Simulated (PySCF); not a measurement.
C5H16OSi2, SMILES [SiH2](O[SiH3])CC(C)(C)C (GFN2-xTB optimised geometry):

```
24

C      2.103    -0.122     0.000
C      0.569    -0.122     0.000
C      0.076    -0.826    -1.264
C      0.075     1.325     0.000
C      0.076    -0.858     1.253
Si    -1.800    -0.997     1.530
O     -2.036    -1.826     2.905
Si    -1.881    -2.723     4.238
H      2.487    -1.140    -0.012
H      2.487     0.378     0.887
H      2.488     0.397    -0.876
H     -1.008    -0.782    -1.330
H      0.378    -1.871    -1.263
H      0.493    -0.351    -2.150
H      0.367     1.829     0.918
H      0.500     1.871    -0.840
H     -1.008     1.360    -0.082
H      0.494    -1.870     1.242
H      0.511    -0.368     2.130
H     -2.488    -1.777     0.499
H     -2.452     0.292     1.769
H     -3.193    -2.693     4.878
H     -1.496    -4.072     3.823
H     -0.845    -2.114     5.072
```

Computed with PBE0/def2-SVP run with PySCF.

Question: What are the frontier orbital energies and the dipole moment?

Answer: HOMO-2 -8.99 eV, HOMO-1 -8.22 eV, HOMO -7.86 eV, LUMO 0.59 eV, LUMO+1 1.21 eV; dipole moment 1.04 D.

Meta-Löwdin charges at PBE0/def2-SVP: C1 -0.30, C2 0.08, C3 -0.30, C4 -0.30, C5 -0.43, Si6 0.86, O7 -0.82, Si8 0.76, H9 0.09, H10 0.09, H11 0.09, H12 0.09, H13 0.09, H14 0.10, H15 0.10, H16 0.10, H17 0.09, H18 0.10, H19 0.10, H20 -0.13, H21 -0.13, H22 -0.12, H23 -0.12, H24 -0.12.
